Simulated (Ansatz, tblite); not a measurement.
Removing and adding an electron: Al₁₆N₁₆H₃₆, a nanocrystal cut from zinc blende AlN (hydrogen-capped). The state is a singlet with charge 0. Geometry: r2SCAN-D4/def2-SVP. Ansatz, gas phase; energy differences of separate SCF runs; the oxidised species was run as a doublet alone; the reduced species was run as a doublet alone.

Cartesian coordinates in Å:
```
Al 1.892 -2.398 -1.375
Al 1.247 -2.213 1.925
Al 3.042 0.422 -1.338
Al 2.420 0.667 1.962
Al -1.668 -2.820 3.008
Al -1.182 -2.957 -0.119
Al 0.109 -0.043 -0.114
Al -2.325 -0.787 -2.032
Al -2.807 -0.619 0.975
Al 0.773 -0.272 -3.247
Al -1.095 2.233 -1.993
Al -0.392 0.121 3.007
Al 0.752 3.114 3.085
Al -1.583 2.383 1.014
Al 1.222 2.942 -0.043
Al -4.023 1.652 -0.933
N 0.283 -3.468 -1.384
N -0.348 -3.187 1.573
N 2.440 -2.807 0.432
N 3.703 0.291 0.473
N 1.422 -0.560 -1.485
N 0.877 -0.378 1.601
N 2.639 2.312 -1.309
N 1.965 2.486 1.646
N -0.946 -1.133 -3.441
N -1.956 -0.924 2.660
N -1.463 -1.095 -0.369
N -0.277 1.813 -0.331
N -2.599 1.087 -2.194
N -3.103 1.255 0.739
N 0.147 1.549 -3.405
N -0.776 1.968 2.697
H 2.950 -2.901 -2.450
H 2.073 -2.612 3.219
H 4.159 0.065 -2.411
H 3.278 0.347 3.258
H -0.930 -3.039 4.409
H -2.983 -3.667 2.680
H -2.346 -3.967 -0.499
H -3.520 -1.737 -2.466
H -4.126 -1.484 0.781
H 1.774 -0.664 -4.419
H -1.282 3.756 -2.394
H 0.227 -0.151 4.445
H 1.420 2.723 4.483
H 0.407 4.647 2.788
H -1.920 3.927 0.851
H 1.099 4.486 -0.391
H -5.270 0.675 -1.146
H -4.228 3.227 -1.113
H 0.526 -4.434 -1.136
H -0.122 -3.592 -2.316
H -0.169 -4.189 1.726
H 2.509 -3.827 0.535
H 3.398 -2.515 0.646
H 4.182 -0.592 0.671
H 4.464 0.969 0.597
H 3.486 2.827 -1.040
H 2.446 2.704 -2.235
H 2.791 3.074 1.820
H -0.884 -2.143 -3.594
H -1.377 -0.819 -4.320
H -2.644 -0.671 3.384
H -3.052 1.284 -3.097
H -3.803 1.531 1.444
H 0.899 2.231 -3.534
H -0.371 1.646 -4.287
H -1.452 2.252 3.423
```

The xTB rows come from tblite. Single mean-field runs in def2-SVP are fitted with def2-universal-jkfit.

| level | −HOMO (eV) | vertical IE (eV) | −LUMO (eV) | vertical EA (eV) | HOMO–LUMO gap (eV) | IE − EA (eV) | remarks |
| --- | --- | --- | --- | --- | --- | --- | --- |
| GFN1-xTB | 8.90 | 10.45 | 4.83 | 3.38 | 4.06 | 7.07 | – |
| GFN2-xTB | 9.85 | 11.35 | 5.83 | 4.20 | 4.02 | 7.15 | – |
| PBE-D4/def2-SVP | 5.75 | – | 1.72 | 0.40 | 4.03 | – | HOMO above zero (-1 doublet) |
| PBE0-D4/def2-SVP | 7.01 | 8.31 | 0.87 | -0.04 | 6.14 | 8.34 | HOMO above zero (-1 doublet) |

Run but left out: PBE-D4/def2-SVP (charge +1 doublet: an occupied level 0.09 eV above an empty one).   A HOMO above zero means that the electron is unbound at that level or that self-interaction error raises the level; the energy of removing that electron tells which. Raw xTB energy differences between charge states are shifted by several eV; the methods need an empirical correction for them. Sets without diffuse functions give affinities that are too small. A negative affinity means that the extra electron isn't bound; its size then hangs on the basis.
